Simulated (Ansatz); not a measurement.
Ge13H20, a cluster cut from cubic germanium. Charge 0, multiplicity 1. Geometry PBE-D4/def2-SVP.

Cartesian coordinates in Å:
```
Ge 2.535 -2.576 0.392
Ge -2.799 1.172 -2.625
Ge 1.606 0.401 -2.027
Ge -1.314 -1.824 -0.314
Ge 0.280 -1.039 3.293
Ge -0.811 1.949 0.833
Ge 3.042 1.244 1.552
Ge -3.049 -1.151 -1.905
Ge 0.927 -1.834 -1.300
Ge 2.513 -1.030 2.292
Ge -2.537 2.698 -0.733
Ge 1.431 1.958 -0.149
Ge -1.344 -0.312 1.613
H 3.963 -2.635 -0.229
H 2.169 -4.008 0.886
H -4.054 1.589 -3.447
H -1.561 1.293 -3.559
H 3.096 0.341 -2.482
H 0.757 0.881 -3.239
H -1.626 -3.274 0.179
H -0.080 -2.472 3.790
H 0.237 -0.080 4.520
H -0.799 2.914 2.062
H 4.485 1.290 0.966
H 2.992 2.209 2.774
H -3.038 -2.093 -3.146
H -4.434 -1.306 -1.208
H 0.955 -2.813 -2.516
H 3.563 -1.491 3.350
H -2.211 4.132 -1.250
H -3.892 2.771 0.035
H 1.781 3.402 -0.630
H -2.782 -0.306 2.223
```

Single mean-field runs in def2-TZVP are fitted with def2-universal-jkfit.

Estimate the orbital energies around the gap (eV) in Ansatz with PBE-D4/def2-TZVP, r2SCAN-D4/def2-TZVP, B97M-V/def2-TZVP, PBE0-D4/def2-TZVP, BHLYP-D4/def2-TZVP.


| orbital | PBE-D4/def2-TZVP | r2SCAN-D4/def2-TZVP | B97M-V/def2-TZVP | PBE0-D4/def2-TZVP | BHLYP-D4/def2-TZVP |
| --- | --- | --- | --- | --- | --- |
| HOMO−13 | -8.13 | -8.48 | -8.58 | -9.35 | -10.47 |
| HOMO−12 | -8.08 | -8.43 | -8.53 | -9.29 | -10.41 |
| HOMO−11 | -7.84 | -8.17 | -8.27 | -9.00 | -10.06 |
| HOMO−10 | -7.73 | -8.06 | -8.16 | -8.90 | -9.99 |
| HOMO−9 | -7.29 | -7.59 | -7.71 | -8.38 | -9.38 |
| HOMO−8 | -6.95 | -7.24 | -7.37 | -7.99 | -8.93 |
| HOMO−7 | -6.82 | -7.09 | -7.21 | -7.82 | -8.74 |
| HOMO−6 | -6.79 | -7.06 | -7.17 | -7.78 | -8.60 |
| HOMO−5 | -6.65 | -6.91 | -7.01 | -7.61 | -8.46 |
| HOMO−4 | -6.61 | -6.87 | -6.98 | -7.57 | -8.44 |
| HOMO−3 | -6.56 | -6.83 | -6.96 | -7.56 | -8.36 |
| HOMO−2 | -6.52 | -6.79 | -6.93 | -7.51 | -8.36 |
| HOMO−1 | -6.47 | -6.73 | -6.82 | -7.40 | -8.18 |
| HOMO | -6.21 | -6.45 | -6.60 | -7.14 | -7.95 |
| LUMO | -1.65 | -1.49 | -1.72 | -0.95 | -0.09 |
| LUMO+1 | -1.64 | -1.45 | -1.58 | -0.87 | -0.02 |
| LUMO+2 | -1.58 | -1.40 | -1.52 | -0.86 | -0.01 |
| LUMO+3 | -1.54 | -1.39 | -1.47 | -0.82 | 0.04 |
| LUMO+4 | -1.38 | -1.22 | -1.35 | -0.65 | 0.22 |
| LUMO+5 | -1.34 | -1.16 | -1.22 | -0.60 | 0.26 |
